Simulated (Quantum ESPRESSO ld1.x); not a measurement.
Species: Cr XV. Configuration: [Ne].

All-electron calculation, Dirac Kohn-Sham, revPBE, spin-unpolarised, spherical densities, point nucleus. Program: ld1.x of Quantum ESPRESSO 7.5.

Energy parts (eV):
| part | energy |
|---|---|
| total | -26225.9 |
| kinetic | 26562.3 |
| electron-nucleus | -57677.0 |
| Hartree | 5904.7 |
| exchange-correlation | -1015.7 |

Orbitals (lengths in bohr, moments of r in powers of bohr):
orbital  occ.  eigenvalue (eV)     <r^2>  <1/r>  small-component weight
1s1/2       2         -6315.34  0.005421  23.90                7.43e-03
2s1/2       2         -1074.94   0.09782  5.150                1.37e-03
2p1/2       2         -978.203   0.07819  5.087                1.35e-03
2p3/2       4         -969.217   0.07972  5.011                1.33e-03

The highest occupied level is 2p3/2 at -969.22 eV. The density falls to 0.001 e/bohr^3 at r = 0.97 bohr. Summed over all electrons, <r^2> = 0.6817 bohr^2, which gives a Langevin (diamagnetic) susceptibility term of -0.54 x 10^-6 cm^3/mol.
